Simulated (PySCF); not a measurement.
SMILES c1(C)ccccc1C(=O)C (C9H10O), GFN2-xTB optimised geometry.

```
20

C     -2.38    -1.73     0.56
C     -0.97    -1.79     0.01
O     -0.52    -2.84    -0.40
C     -0.21    -0.52     0.00
C     -0.89     0.70    -0.02
C     -0.21     1.90    -0.04
C      1.18     1.90    -0.02
C      1.86     0.70     0.00
C      1.20    -0.52     0.00
C      2.00    -1.78     0.01
H     -2.42    -1.14     1.47
H     -3.04    -1.29    -0.17
H     -2.72    -2.74     0.77
H     -1.97     0.72    -0.04
H     -0.75     2.83    -0.06
H      1.72     2.84    -0.03
H      2.94     0.71     0.01
H      3.04    -1.57     0.20
H      1.62    -2.48     0.76
H      1.91    -2.28    -0.95
```

Density from PBE/def2-SVP in PySCF at that geometry.

Minimum of the electron density along straight lines between bonded atoms, close to the bond critical point (lines longer than 1.1 times the sum of covalent radii, or with two minima, are not listed):

```csv
bond,length / Å,ρ at the minimum / e bohr⁻³,∇²ρ there / e bohr⁻⁵,position (fraction from the first atom)
C1–C2,1.514,0.252,-0.57,0.49
C2–O3,1.211,0.406,0.39,0.33
C2–C4,1.485,0.265,___,0.50
C4–C5,1.397,0.302,-0.72,0.50
C5–C6,1.380,0.312,-0.78,0.50
C6–C7,1.385,0.309,-0.77,0.50
C7–C8,1.382,0.311,-0.78,0.50
C4–C9,1.406,0.297,-0.70,0.50
C8–C9,1.390,0.307,-0.75,0.50
C9–C10,1.494,0.254,-0.57,0.51
C1–H11,1.087,0.274,-0.99,0.63
C1–H12,1.089,0.270,-0.96,0.63
C1–H13,1.087,0.275,-1.01,0.64
C5–H14,1.079,0.283,-1.06,0.63
C6–H15,1.080,0.281,-1.05,0.63
C7–H16,1.080,0.281,-1.05,0.63
C8–H17,1.081,0.281,-1.04,0.63
C10–H18,1.088,0.275,-0.99,0.63
C10–H19,1.088,0.274,-1.00,0.63
C10–H20,1.089,0.273,-1.00,0.64
```

**Question.** Fill in the missing entries.

**Answer.** 
- C2–C4, ∇²ρ there / e bohr⁻⁵: -0.61
